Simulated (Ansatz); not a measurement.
Spectroscopic constants of TaGa, multiplicity 5 (lowest of 2S+1 = 1, 3, 5, 7 at PBE0/def2-TZVPP; our sources give no spin for the ground state, which may be another). No spin–orbit coupling. Ga is treated without relativity.

Constants: fifth-degree fit in 1/R to seven points, most abundant isotopes. In def2 and cc sets the state is the lowest found near the PBE0 minimum, followed along R.

Codes used: Ansatz (Gaussian orbitals). Each number belongs to the level named beside it. In def2 rows elements past Kr take small-core potentials, without spin–orbit coupling.

```tsv
level	r_e (Å)	ω_e (cm⁻¹)	ω_e x_e (cm⁻¹)	B_e (cm⁻¹)	dipole (D)
SVWN5/def2-TZVPP	2.602	198	0.50	0.0499	0.45
PBE/def2-TZVPP	2.655	186	0.49	0.0479	0.42
r2SCAN/def2-TZVPP	2.623	196	0.54	0.0491	0.42
B97M-V/def2-TZVPP	2.668	181	0.51	0.0474	0.47
B3LYP/def2-TZVPP	2.660	185	0.49	0.0477	0.36
PBE0/def2-TZVPP	2.630	194	0.50	0.0488	0.48
BHLYP/def2-TZVPP	2.639	190	0.63	0.0485	0.41
CAM-B3LYP/def2-TZVPP	2.621	195	0.56	0.0492	0.48
wB97X-V/def2-TZVPP	2.614	197	0.65	0.0494	0.65
wB97M-V/def2-TZVPP	2.621	195	0.57	0.0492	0.32
B2PLYP/def2-TZVPP	2.637	195	0.22	0.0486	-
```

Correlated levels freeze the inner cores; with def2 sets outer-core shells near the valence are correlated too.

Ansatz is an electronic-structure program.
